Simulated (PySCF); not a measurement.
Bonds (- single, = double, # triple, : aromatic): C1=C2 1.333 Å, C2-C3 1.430 Å, C3=C4 1.357 Å, C4-C5 1.467 Å, C5=O6 1.198 Å, C5-C7 1.546 Å, C7-C3 1.518 Å. C1 carries H8, H9; C2 carries H10; C4 carries H11; C7 carries H12, H13. H8 is cis to C3; H9 is trans to C3.

Isolated molecule, one conformer, non-relativistic Hamiltonian, equivalent nuclei averaged. Shielding tensors at PBE0/pcSseg-1 (GIAO); GFN2-xTB geometry; PySCF 2.14.0 with density-fitted response routines.

References, each an isolated molecule treated in the same way: 13C (σref 186.93) against TMS.

**Question.** Do the 13C shifts follow the atomic charges (in e)? Tabulate both.

**Answer.** 
```json
{"atoms": "C5", "hybridisation": "sp2", "δ (ppm)": "188.5", "σ para (ppm)": "-256", "Hirshfeld": "+0.14", "IAO": "+0.39", "Mulliken": "+0.24", "ESP-fitted": "+0.75"}
{"atoms": "C3", "hybridisation": "sp2", "δ (ppm)": "176.5", "σ para (ppm)": "-247", "Hirshfeld": "+0.04", "IAO": "+0.06", "Mulliken": "-0.22", "ESP-fitted": "+0.41"}
{"atoms": "C4", "hybridisation": "sp2", "δ (ppm)": "142.1", "σ para (ppm)": "-207", "Hirshfeld": "-0.06", "IAO": "-0.23", "Mulliken": "-0.07", "ESP-fitted": "-0.57"}
{"atoms": "C2", "hybridisation": "sp2", "δ (ppm)": "138.0", "σ para (ppm)": "-203", "Hirshfeld": "-0.04", "IAO": "-0.15", "Mulliken": "-0.11", "ESP-fitted": "-0.27"}
{"atoms": "C1", "hybridisation": "sp2", "δ (ppm)": "137.0", "σ para (ppm)": "-206", "Hirshfeld": "-0.06", "IAO": "-0.27", "Mulliken": "-0.10", "ESP-fitted": "-0.30"}
{"atoms": "C7", "hybridisation": "sp3", "δ (ppm)": "49.2", "σ para (ppm)": "-111", "Hirshfeld": "-0.09", "IAO": "-0.34", "Mulliken": "-0.12", "ESP-fitted": "-0.62"}
```

Correlation coefficients of δ with charge over these carbons: Hirshfeld +0.76, IAO +0.78, Mulliken +0.38, ESP-fitted +0.79; with the paramagnetic shielding -1.00. Among the 5 sp2 carbons alone: Hirshfeld +0.95, IAO +0.95, Mulliken +0.49, ESP-fitted +0.96. With so few points, grouped by hybridisation, these coefficients are fragile. Charge is one influence among several: hybridisation and low-lying excitations act through the paramagnetic term.

Shifts are as computed. Against solution values, carbons near 30 ppm lie about +3 ppm off and those near 130 ppm about +5 ppm (rms about the fit 2.1 ppm; single classes can miss by 10 ppm). Of 1328 compounds with measured shifts, 309 miss one by over three times the rms of a fit or turn the order of signals round; such compounds aren't used in these exercises. Signals without a measured value on file couldn't be tested in this way; 1H shifts scatter by 0.2 ppm about their fit, and single ones miss by 0.5 ppm.
